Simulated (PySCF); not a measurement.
A run for PySCF: R-MP2/6-31G* on CH5BO (SMILES CBO), a point of a torsion scan.

```python
from pyscf import gto, scf, dft, mp
from pyscf.data.elements import chemcore

mol = gto.M(
    atom='''
    C     0.85623232   -0.19343153    0.02046747
    B    -0.55679641    0.53308929    0.03555380
    O    -1.68503180   -0.06044504    0.41854578
    H     1.27156174   -0.20439180   -0.98544819
    H     1.57424194    0.34272786    0.63771233
    H     0.82103493   -1.22342574    0.37349016
    H    -0.67126115    1.65203615   -0.30121785
    H    -1.62100781   -0.97572757    0.69894353
    ''',
    basis='6-31g*',
    cart=True,
    charge=0, spin=0, verbose=3, max_memory=1800)
mf = scf.RHF(mol)
mf.conv_tol = 1e-8
mf.max_cycle = 100
mf.kernel()
if not mf.converged:
    mf = mf.newton().run(mf.mo_coeff, mf.mo_occ)
pt = mp.MP2(mf, frozen=chemcore(mol)).run()
```

Output:

```
converged SCF energy = -140.37205193133
E(RMP2) = -140.757481784693  E_corr = -0.385429853363046
E(SCS-RMP2) = -140.753752040954  E_corr = -0.381700109624056
```

The run converged.

Cost: around 0.8 core-seconds (rough).
